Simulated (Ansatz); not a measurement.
The same path of Cl$_{2}$FGaH$_{2}$O (7 atoms, charge 0, multiplicity 1) was run 3 times with different band settings. Lost on the way: Ga1–Cl2, F6–H7. Made: Cl2–H7.

Level of theory: RKS BHLYP/def2-SVP in Ansatz.

Relaxed end points:

```xyz
7
Properties=species:S:1:pos:R:3
Ga 0.045 -0.093 0.027
Cl -0.146 0.362 2.149
Cl 1.882 0.377 -0.933
O -1.414 -0.333 -0.925
H -2.237 -0.345 -0.443
F 0.484 -2.113 0.750
H 0.451 -1.934 1.663
```

```xyz
7
Properties=species:S:1:pos:R:3
Ga 0.120 -0.504 -0.310
Cl 0.106 -0.044 2.382
Cl 1.868 0.512 -0.946
O -1.480 -0.007 -0.837
H -2.196 -0.597 -0.616
F 0.322 -2.128 0.337
H 0.325 -1.312 2.278
```

Common settings: optimiser quadratic models (default); start path through a guess of the saddle point; force threshold 0.03 eV/Å; iteration limit 60; end points relaxed.

| run | movable images | climbing image | spring |
| --- | --- | --- | --- |
| 1 | 5 | yes | 5.0 eV/Å² |
| 2 | 6 | no | 5.0 eV/Å² |
| 3 | 5 | yes | 2.0 to 10.0 eV/Å², energy-weighted |

(1) What does each run give, and how far can it be trusted?

## Answers

(1) Run 1: converged after 19 iterations, highest image 0.598 eV above the first end. A vibrational analysis at the climbing image gives one clearly imaginary mode, 674i cm⁻¹: a first-order saddle point.
Run 2: converged after 11 iterations, highest image 0.590 eV above the first end. No image climbed, so the highest image needn't sit at the top of the path.
Run 3: converged after 10 iterations, highest image 0.598 eV above the first end. Another band between the same ends (5 images) ends at a top of the same energy, where a vibrational analysis finds 1 clearly imaginary mode.
The orbitals stay closed-shell, which can raise the energy where a bond breaks towards radicals; this wasn't checked here.
